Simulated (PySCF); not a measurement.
Gas-phase equilibrium of 1 mol H2O, 0.46 mol O2 at 1400 K and 1.01 bar, among 9 species (O2, O, HO2, H2O, H, H2O2, O3, H2, OH). Only gases are allowed; each row takes one source of thermochemistry for all species, and Cantera finds the minimum.

Method: PySCF energies plus ideal-gas RRHO corrections (1 bar). Table values come from the NASA 1993 polynomials. † marks an energy on the PBE0/def2-TZVP geometry and frequencies; other levels use their own. CCSD(T) freezes the core. Open shells (unrestricted) among the columns below: O2 (multiplicity 3), O (multiplicity 3, electronic degeneracy 9), HO2 (multiplicity 2), OH (multiplicity 2, electronic degeneracy 4); the rest are closed-shell singlets. Spin-orbit splitting is ignored; it lowers the true energy and changes the entropy of O, OH. CCSD(T) isn't extrapolated to the basis-set limit. The harmonic model lacks anharmonicity and excited electronic states, which grow with temperature; levels with a mode under 35 cm⁻¹ are left out. The table's entry may be an old estimate for HO2, OH (not checked at source).

Molecules larger than those listed are left out.

Mole fractions:

| thermochemistry | x H2O | x O2 | x OH | x H2 | x O | x HO2 |
|---|---|---|---|---|---|---|
| table | 0.68 | 0.32 | 8.9e-5 | 5.5e-7 | 5.3e-7 | 3.2e-7 |
| CCSD(T)/def2-SVP† | 0.68 | 0.31 | 0.00026 | 9.9e-6 | 5.2e-6 | 2.1e-7 |
| CCSD(T)/def2-TZVPP† | 0.68 | 0.32 | 0.00018 | 1.0e-6 | 2.1e-6 | 2.8e-7 |
| PBE/def2-SVP | 0.68 | 0.32 | 1.6e-5 | 6.1e-5 | 3.7e-9 | 8.9e-7 |
| PBE/def2-TZVP† | 0.68 | 0.32 | 3.0e-5 | 1.2e-5 | 9.4e-9 | 7.4e-7 |
| PBE0/def2-TZVP | 0.68 | 0.32 | 0.00013 | 4.1e-6 | 2.8e-7 | 5.0e-7 |
| r2SCAN/def2-TZVP† | 0.68 | 0.32 | 0.00014 | 1.2e-5 | 1.1e-7 | 3.5e-7 |
The most sensitive of these is O: it spans a factor of 10^3.1 over these rows; at this temperature one factor of ten is RT ln 10 = 27 kJ/mol.
